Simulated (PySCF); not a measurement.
## Running PySCF for TeC

File input.py (PySCF 2.14):

```python
from pyscf import gto, dft

mol = gto.M(
    atom='Te 0 0 0; C 0 0 1.928',
    basis='sbkjc',
    ecp={'Te': 'sbkjc', 'C': 'sbkjc'},
    charge=0,
    spin=0,
    verbose=4,
)
mf = dft.UKS(mol, xc='0.5*hf+0.5*b88,lyp')
mf.kernel()
mf.mulliken_pop()
mf.dip_moment()
print('orbital energies (hartree):', [e[max(0, n-3):n+3].round(4) for e, n in zip(mf.mo_energy, mol.nelec)])
```

```bash
$ OMP_NUM_THREADS=1 python input.py
```

Output (some set-up lines and the per-cycle HOMO/LUMO lines with their warnings removed):

```
PySCF version 2.14.0

[INPUT] verbose = 4
[INPUT] num. atoms = 2
[INPUT] num. electrons = 10
[INPUT] charge = 0
[INPUT] spin (= nelec alpha-beta = 2S) = 0
[INPUT] symmetry False subgroup None
[INPUT] Mole.unit = angstrom
[INPUT] Symbol           X                Y                Z      unit          X                Y                Z       unit  Magmom
[INPUT]  1 Te     0.000000000000   0.000000000000   0.000000000000 AA    0.000000000000   0.000000000000   0.000000000000 Bohr   0.0
[INPUT]  2 C      0.000000000000   0.000000000000   1.928000000000 AA    0.000000000000   0.000000000000   3.643391968161 Bohr   0.0

nuclear repulsion = 6.58726818572614
number of shells = 8
number of NR pGTOs = 36
number of NR cGTOs = 16
basis = sbkjc
ecp = {'Te': 'sbkjc', 'C': 'sbkjc'}

******** <class 'pyscf.dft.uks.UKS'> ********
method = UKS
initial guess = minao
damping factor = 0
level_shift factor = 0
DIIS = <class 'pyscf.scf.diis.CDIIS'>
diis_start_cycle = 1
diis_space = 8
diis_damp = 0
SCF conv_tol = 1e-09
SCF conv_tol_grad = None
SCF max_cycles = 50
direct_scf = True
direct_scf_tol = 1e-13
number electrons alpha = 5  beta = 5
XC library pyscf.dft.libxc version 7.0.0
    S. Lehtola, C. Steigemann, M. J.T. Oliveira, and M. A.L. Marques.,  SoftwareX 7, 1–5 (2018)
XC functionals = 0.5*hf+0.5*b88,lyp
    A. D. Becke.,  Phys. Rev. A 38, 3098 (1988)
    C. Lee, W. Yang, and R. G. Parr.,  Phys. Rev. B 37, 785 (1988)
    B. Miehlich, A. Savin, H. Stoll, and H. Preuss.,  Chem. Phys. Lett. 157, 200 (1989)
radial grids:
    Treutler-Ahlrichs [JCP 102, 346 (1995); DOI:10.1063/1.469408] (M4) radial grids

becke partition: Becke, JCP 88, 2547 (1988); DOI:10.1063/1.454033
pruning grids: <function nwchem_prune>
grids dens level: 3
symmetrized grids: False
atomic radii adjust function: <function treutler_atomic_radii_adjust>
small_rho_cutoff = 0
Set gradient conv threshold to 3.16228e-05
tot grids = 36080
init E= -12.8080104145839
cycle= 1 E= -13.3003600276966  delta_E= -0.492  |g|= 0.423  |ddm|= 1.85
cycle= 2 E= -12.1963878246917  delta_E=  1.1  |g|= 1.33  |ddm|= 1.59
cycle= 3 E= -13.4701481034159  delta_E= -1.27  |g|= 0.0387  |ddm|= 1.18
cycle= 4 E= -13.4714742315517  delta_E= -0.00133  |g|= 0.0108  |ddm|= 0.0641
cycle= 5 E= -13.4716110863558  delta_E= -0.000137  |g|= 0.00299  |ddm|= 0.0199
cycle= 6 E= -13.4716226318736  delta_E= -1.15e-05  |g|= 0.00151  |ddm|= 0.00925
cycle= 7 E= -13.471624737126  delta_E= -2.11e-06  |g|= 0.000439  |ddm|= 0.00397
cycle= 8 E= -13.4716248800092  delta_E= -1.43e-07  |g|= 6.89e-06  |ddm|= 0.000676
cycle= 9 E= -13.4716248800491  delta_E= -3.99e-11  |g|= 6.8e-07  |ddm|= 1.39e-05
Extra cycle  E= -13.4716248800476  delta_E= 1.52e-12  |g|= 1.61e-06  |ddm|= 2.86e-06
converged SCF energy = -13.4716248800476  <S^2> = -3.5527137e-15  2S+1 = 1
 ** Mulliken pop       alpha | beta **
pop of  0 Te 5s        0.83715 | 0.83715
pop of  0 Te 6s        0.15420 | 0.15420
pop of  0 Te 5px       0.55771 | 0.55771
pop of  0 Te 5py       0.55771 | 0.55771
pop of  0 Te 5pz       0.47603 | 0.47603
pop of  0 Te 6px       0.14942 | 0.14942
pop of  0 Te 6py       0.14942 | 0.14942
pop of  0 Te 6pz      -0.00610 | -0.00610
pop of  1 C 2s        0.71110 | 0.71110
pop of  1 C 3s        0.25711 | 0.25711
pop of  1 C 2px       0.18880 | 0.18880
pop of  1 C 2py       0.18880 | 0.18880
pop of  1 C 2pz       0.49763 | 0.49763
pop of  1 C 3px       0.10407 | 0.10407
pop of  1 C 3py       0.10407 | 0.10407
pop of  1 C 3pz       0.07289 | 0.07289
In total             5.00000 | 5.00000
 ** Mulliken atomic charges   ( Nelec_alpha | Nelec_beta ) **
charge of  0Te =      0.24892  (     2.87554      2.87554 )
charge of  1C =     -0.24892  (     2.12446      2.12446 )
Dipole moment(X, Y, Z, Debye): -0.00000,  0.00000, -2.43768
orbital energies (hartree): [array([-0.3365, -0.3308, -0.3308, -0.0695, -0.0695,  0.0311]), array([-0.3365, -0.3308, -0.3308, -0.0695, -0.0695,  0.0311])]
```

In short: E(SCF) = -13.471625 Eh, 9 cycles, μz(SCF) = -2.44 D.

It ran on Arm Neoverse V2 (1 thread, shared host) in 0.92 s.

The bond length is a typed value, not an optimised one. No search for the lowest solution was made.
